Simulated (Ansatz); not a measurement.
C2H5NOSi can be A, `OC1N=C1[SiH3]`, or B, `C=C1O[SiH]1N`.

Calculated with Ansatz (gas phase, PBE0-D4/def2-TZVP geometries, no zero-point term in ΔE). CCSD(T)/CBS adds triple-zeta CCSD(T) − MP2 to the extrapolated MP2 energy (def2 sets, frozen cores). Functionals use def2-TZVPP. B3LYP here is the variant with VWN-RPA as its local correlation; programs differ in this. Each species was taken in one conformer, which may not be the lowest.

Problem. Which isomer does CCSD(T)/CBS put lower? Give the gap. (Estimate.)

Solution. Computed: B, by 52.5 kcal/mol.

Problem. Give E(B) − E(A) in kcal/mol with PBE0-D4, B2PLYP, B3LYP, BLYP-D4, PBE-D4, HF/def2-TZVPP, CCSD(T)/def2-SVP. (An estimate is asked.)

Solution. The calculation gave: PBE0-D4 -50.8, B2PLYP -52.6, B3LYP -52.4, BLYP-D4 -52.2, PBE-D4 -50.5, HF/def2-TZVPP -48.9, CCSD(T)/def2-SVP -36.9. None reverses the order clearly.

Problem. Does the order hold for the free energy at 298.15 K (harmonic terms from PBE0-D4)? (An estimate is asked.)

Solution. Ansatz gave: Yes: G(B) − G(A) = -48.9 kcal/mol, for one conformer each.

Largest T1 diagnostic: 0.014.

In def2-TZVPP, CCSD(T) changes the Hartree–Fock value by −1.4 kcal/mol (the triples alone add +0.0 kcal/mol) and MP2 by −3.0 kcal/mol. At CCSD(T), def2-SVP lies +15.6 kcal/mol from the extrapolated value and def2-TZVPP +2.3 kcal/mol.
